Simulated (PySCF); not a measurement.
## Scandium: a sound run and one with changed settings

Sound run: Sc⁺ [Ar] 3d1 4s1, Sc²⁺ [Ar] 3d1. All numbers are calculated (PySCF 2.14, the spin-free X2C one-electron Hamiltonian (Gaussian nucleus), in x2c-TZVPall (6s5p4d1f, 48 functions)). In the sound run the correlated levels freeze [Ar]. The sound run starts from symmetry-adapted Hartree-Fock orbitals and uses a fine grid where one is needed.

Changed run: no relativity, point nucleus. This setting is unsound on purpose.

| species | method | sound run (hartree) | changed run (hartree) | converged |
| --- | --- | --- | --- | --- |
| Sc⁺ | UHF | -763.07766 | -758.64208 | yes |
| Sc⁺ | TPSS | -763.95932 | -759.52687 | yes |
| Sc⁺ | B3LYP | -763.95853 | -759.52599 | yes |
| Sc⁺ | MP2 | -763.08035 | -758.64470 | yes |
| Sc²⁺ | UHF | -762.62829 | -758.19577 | yes |
| Sc²⁺ | TPSS | -763.48841 | -759.05944 | yes |
| Sc²⁺ | B3LYP | -763.47641 | -759.04733 | yes |

Ionisation energy of Sc⁺:

| method | sound run (eV) | changed run (eV) |
| --- | --- | --- |
| UHF | 12.228 | 12.145 |
| TPSS | 12.814 | 12.719 |
| B3LYP | 13.119 | 13.025 |
| MP2 | 12.301 | 12.216 |
| SCS-MP2 | 12.252 | 12.168 |

Most of the change in total energy is the relativistic energy itself. On top of that the contraction fixes the core shape for the Hamiltonian it was made with, so the changed run is not a good calculation with the other Hamiltonian either.

For comparison, NIST gives 12.800 eV between the lowest levels.
